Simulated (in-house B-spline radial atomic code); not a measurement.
**Ionising the strontium ion Sr⁶⁺ with different functionals**

Computed with a B-spline radial code for spherical atoms: scalar-relativistic (spin-free X2C) Hamiltonian, Fermi nucleus of rms radius 4.224 fm, spin-polarised at highest spin, spherical fractional occupations for the functionals, and exact exchange of hybrids averaged over the configuration. The ionisation energy is the difference of two self-consistent energies, [Ar] 3d10 4s2 4p2 → [Ar] 3d10 4s2 4p1, without Breit or QED terms; ε is the level of the shell that loses the electron (its least bound occupied spin orbital). There is no spin-orbit coupling in this Hamiltonian.

```json
{"method": "PBE0", "rung": "global hybrid", "ΔSCF (eV)": "104.81", "-ε(4p) (eV)": "99.01"}
{"method": "B3LYP", "rung": "global hybrid", "ΔSCF (eV)": "?", "-ε(4p) (eV)": "?"}
{"method": "TPSSh", "rung": "global hybrid", "ΔSCF (eV)": "104.88", "-ε(4p) (eV)": "97.90"}
{"method": "BHandHLYP", "rung": "global hybrid", "ΔSCF (eV)": "?", "-ε(4p) (eV)": "?"}
{"method": "r2SCAN0", "rung": "global hybrid", "ΔSCF (eV)": "105.13", "-ε(4p) (eV)": "99.44"}
{"method": "B97-1", "rung": "global hybrid", "ΔSCF (eV)": "104.68", "-ε(4p) (eV)": "98.57"}
{"method": "HSE06", "rung": "range-separated hybrid", "ΔSCF (eV)": "104.75", "-ε(4p) (eV)": "98.52"}
{"method": "wB97X", "rung": "range-separated hybrid", "ΔSCF (eV)": "104.52", "-ε(4p) (eV)": "101.42"}
{"method": "CAM-B3LYP", "rung": "range-separated hybrid", "ΔSCF (eV)": "104.86", "-ε(4p) (eV)": "100.50"}
{"method": "LC-wPBE", "rung": "range-separated hybrid", "ΔSCF (eV)": "104.88", "-ε(4p) (eV)": "102.09"}
```

Question: What does BHandHLYP give?

Answer: ΔSCF 104.72 eV, and -ε(4p) = 100.88 eV.

Question: What does B3LYP give?

Answer: ΔSCF 104.88 eV, and -ε(4p) = 98.57 eV.

Question: Among the functionals, which spreads more, the ΔSCF values or the orbital energies?

Answer: The orbital energies: ΔSCF values span about 0.61 eV and the orbital energies 4.19 eV; here energy differences depend much less on the functional than eigenvalues do.

Question: How do they compare with the NIST value?

Answer: NIST lists 104 eV ± 2 (tabulated theory, ground level to ground level). Errors run from +0.52 to +1.13 eV; all lie within about twice that uncertainty, so the table can't rank the methods.
